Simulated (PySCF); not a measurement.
Rows and methods have been separated. Pair them.

Species: B2Cl2H6N2.
SMILES with atom numbers: `[NH2:1][B@H-:2]([NH3+:3])[B:4]([Cl:5])[Cl:6]` (hydrogens: H7, H8 on N1; H9 on B2; H10, H11, H12 on N3)

Cartesian coordinates in Å at the PBE0-D3(BJ)/def2-SVP level; atoms count from 1:
```xyz
12
B2Cl2H6N2 angstrom
N     -0.5967    1.4541   -0.3504
B      0.1817    0.1791   -0.3535
N     -0.9479   -1.0644   -0.2927
B      1.3038   -0.1059    0.8937
Cl     2.4992    1.0860    1.3998
Cl     1.3784   -1.6742    1.7564
H     -0.3861    2.0969    0.4049
H     -0.5696    1.9784   -1.2176
H      0.7864   -0.0587   -1.4072
H     -0.6950   -1.8705   -0.8635
H     -1.8215   -0.6593   -0.6332
H     -1.0927   -1.3981    0.6625
```

The closed-shell ground state was solved 7 times with PySCF (density fitting, gas phase), always in the pcSseg-1 basis (146 functions), with these functionals: B97-2, BHandHLYP, HF, LC-wPBE, PBE, PBE0 and wB97X-D.

```csv
row,total energy (Eh),HOMO (eV),LUMO (eV),dipole (D)
P,-1082.6897,-5.13,-1.81,4.42
Q,-1083.2919,-6.30,-0.93,4.56
R,-1082.9283,-9.41,1.28,4.65
S,-1082.7785,-6.57,-0.94,4.56
T,-1080.7899,-10.14,2.63,4.78
U,-1083.2272,-8.51,0.86,4.65
V,-1083.1794,-7.92,0.11,4.61
```

Which functional belongs to which row?

P = PBE, Q = B97-2, R = LC-wPBE, S = PBE0, T = HF, U = wB97X-D, V = BHandHLYP. By rising HOMO–LUMO gap: PBE (GGA) 3.32 eV; B97-2 (global hybrid, 21 % exact exchange) 5.37 eV; PBE0 (global hybrid, 25 % exact exchange) 5.63 eV; BHandHLYP (global hybrid, 50 % exact exchange) 8.03 eV; wB97X-D (range-separated hybrid) 9.37 eV; LC-wPBE (range-separated hybrid) 10.69 eV; HF (all exact exchange) 12.77 eV. Total energies of different functionals aren't bounds to one another; each is stationary for its own functional.

One conformer stands for the species.

Note: wB97X-D ran without an empirical dispersion term, which enters the total energy and its gradient alone.
